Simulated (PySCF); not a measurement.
C2H5F2NSi.

```xyz
11

C     -3.0417    -0.4368     0.1602
N     -1.7287    -0.1646    -0.3634
C     -0.7273    -0.1804     0.4296
Si     0.9364     0.1849    -0.3347
F      1.9416    -1.0507    -0.0493
F      1.5949     1.4677     0.3996
H     -3.0604    -0.6431     1.2498
H     -3.4712    -1.2956    -0.3824
H     -3.6989     0.4207    -0.0613
H     -0.8486    -0.4005     1.5184
H      0.8571     0.4331    -1.7863
```
Charge 0, spin multiplicity 1.

The structure is a stationary point at r2SCAN-D4/def2-SVP. The structure was generated by enumeration; whether it is a known compound was not checked. Other conformers were not sampled.

All values below come from PBE/pcSseg-1 (PySCF). Non-relativistic, no solvent.

Computed absolute GIAO shielding of each atom: isotropic value and principal components (ppm):
```
atom  σ(iso)     σ11     σ22    σ33   span
----  ------  ------  ------  -----  -----
C1     119.6    87.5   101.1  170.1   82.6
N2    -197.0  -648.3  -217.2  274.5  922.8
C3       3.4   -76.0   -12.0   98.2  174.3
Si4    360.0   341.0   355.4  383.7   42.8
F5     308.7   220.5   346.2  359.4  138.9
F6     308.7   220.5   346.4  359.3  138.8
H7      28.3    26.4    27.5   30.9    4.5
H8      27.0    24.9    26.2   29.9    5.0
H9      27.0    24.9    26.2   29.9    5.0
H10     22.7    20.8    23.0   24.4    3.6
H11     26.3    23.4    24.1   31.5    8.1
```
